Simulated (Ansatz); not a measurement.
Wavefunction ladder for `FC1OB(Cl)[SiH2]1`

```xyz
9

F    -1.555    1.489    0.011
C    -1.076    0.215    0.065
O    -0.582   -0.132   -1.243
B     0.748   -0.378   -1.061
Cl    1.775   -0.887   -2.363
Si    0.657   -0.001    0.911
H    -1.912   -0.447    0.300
H     1.199    1.253    1.488
H     0.747   -1.113    1.892
```

Charge 0, multiplicity 1. The geometry is a stationary point of PBE0-D4/def2-TZVP. Frozen core, restricted reference, Ansatz 0.2.0. CBS rows extrapolate triple and quadruple zeta; past MP2 they add the triple-zeta difference.

```csv
basis,HF (Eh),MP2 corr.,CCSD corr.,(T),CCSD(T) total
def2-TZVPP,-987.19666,-1.03923,-1.08056,-0.04452,-988.32174
def2-QZVPP,-987.22855,-1.12713,–,–,–
CBS(def2),-987.23295,-1.19224,-1.23356,as TZ,-988.51103
```
